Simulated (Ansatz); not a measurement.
GeMe2 (C2H6Ge), relaxed as a singlet with RKS PBE-D4/def2-TZVP in Ansatz, starting from the GFN2-xTB geometry. Force threshold 0.02 eV/Å.

Start:

Cartesian coordinates in Å:
```
Ge 1.036 -0.776 -0.561
C -0.710 -0.055 -1.313
H -0.712 1.034 -1.284
H -1.555 -0.400 -0.718
H -0.881 -0.361 -2.344
C 0.755 0.023 1.288
H -0.133 -0.406 1.751
H 0.604 1.100 1.226
H 1.597 -0.159 1.955
```

| step | energy (eV) | largest force component (eV/Å) | SCF passes |
| --- | --- | --- | --- |
| 1 | -58678.4991 | 0.537 | 19 |
| 2 | -58678.5212 | 0.181 | 20 |
| 3 | -58678.5228 | 0.051 | 20 |
| 4 | -58678.5235 | 0.010 | 21 |

Force components are those of the run's own axes.

End:

```xyz
9

Ge    1.0263   -0.7678   -0.5553
C    -0.7026   -0.0592   -1.3083
H    -0.6891    1.0433   -1.2648
H    -1.5485   -0.3903   -0.6828
H    -0.8760   -0.3726   -2.3456
C     0.7568    0.0206    1.2788
H    -0.1507   -0.4201    1.7264
H     0.5771    1.1059    1.2023
H     1.6067   -0.1597    1.9493
```

By distances, no bond broke or formed. The bond that changes most is Ge1–C6, from 2.03 to 2.01 Å (atoms count from 1).

No frequencies were taken in this run, so the end may be a saddle point.

Hardware: 4 threads of Arm Neoverse V2 on a shared host. Wall time 3.1 s.
